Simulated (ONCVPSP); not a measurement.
An all-electron radial function and its pseudo partner (Si)

Columns: radius, all-electron u(r) and pseudo u(r) of the 3p shell (level -4.08 eV) of silicon in the configuration [Ne] 3s2 3p2; PBE, scalar-relativistic, ONCV scheme, ONCVPSP 4.0.1.

```json
{"r (bohr)": "0.115", "all-electron": "-0.1214", "pseudo": "0.0051"}
{"r (bohr)": "0.230", "all-electron": "-0.2347", "pseudo": "0.0201"}
{"r (bohr)": "0.345", "all-electron": "-0.2566", "pseudo": "0.0444"}
{"r (bohr)": "0.460", "all-electron": "-0.2099", "pseudo": "0.0773"}
{"r (bohr)": "0.575", "all-electron": "-0.1252", "pseudo": "0.1176"}
{"r (bohr)": "0.690", "all-electron": "-0.0246", "pseudo": "0.1641"}
{"r (bohr)": "0.805", "all-electron": "0.0787", "pseudo": "0.2152"}
{"r (bohr)": "0.920", "all-electron": "0.1771", "pseudo": "0.2691"}
{"r (bohr)": "1.035", "all-electron": "0.2665", "pseudo": "0.3238"}
{"r (bohr)": "1.150", "all-electron": "0.3452", "pseudo": "0.3776"}
{"r (bohr)": "1.265", "all-electron": "0.4129", "pseudo": "0.4285"}
{"r (bohr)": "1.380", "all-electron": "0.4702", "pseudo": "0.4753"}
{"r (bohr)": "1.495", "all-electron": "0.5173", "pseudo": "0.5168"}
{"r (bohr)": "1.610", "all-electron": "0.5546", "pseudo": "0.5520"}
{"r (bohr)": "1.725", "all-electron": "0.5830", "pseudo": "0.5804"}
{"r (bohr)": "1.840", "all-electron": "0.6031", "pseudo": "0.6014"}
{"r (bohr)": "1.955", "all-electron": "0.6161", "pseudo": "0.6153"}
{"r (bohr)": "2.070", "all-electron": "0.6227", "pseudo": "0.6225"}
{"r (bohr)": "2.185", "all-electron": "0.6239", "pseudo": "0.6239"}
{"r (bohr)": "2.300", "all-electron": "0.6205", "pseudo": "0.6205"}
{"r (bohr)": "2.415", "all-electron": "0.6133", "pseudo": "0.6133"}
{"r (bohr)": "2.530", "all-electron": "0.6029", "pseudo": "0.6029"}
{"r (bohr)": "2.645", "all-electron": "0.5900", "pseudo": "0.5900"}
{"r (bohr)": "2.760", "all-electron": "0.5751", "pseudo": "0.5751"}
{"r (bohr)": "2.875", "all-electron": "0.5585", "pseudo": "0.5585"}
{"r (bohr)": "2.990", "all-electron": "0.5408", "pseudo": "0.5408"}
```

(1) How many radial nodes do the two functions have?

(2) At about which radius was the pseudo-wave matched?

(3) Where does each function peak?

(4) Is the pseudo-wave norm-conserving?

## Answers

(1) The all-electron 3p function has n − l − 1 = 1; the pseudo-wave has 0, since the states of the same l below it are removed with the core.

(2) 2.30 bohr. The columns agree to 0.0005 from 2.07 bohr on; several derivatives are matched, so the curves merge somewhat inside the radius.

(3) Outermost all-electron maximum near 2.19 bohr, pseudo maximum near 2.19 bohr (to the table’s step).

(4) Yes: the ONCV scheme keeps the norm inside the radius equal to the all-electron one, which fixes the energy derivative of the logarithmic derivative at the level.
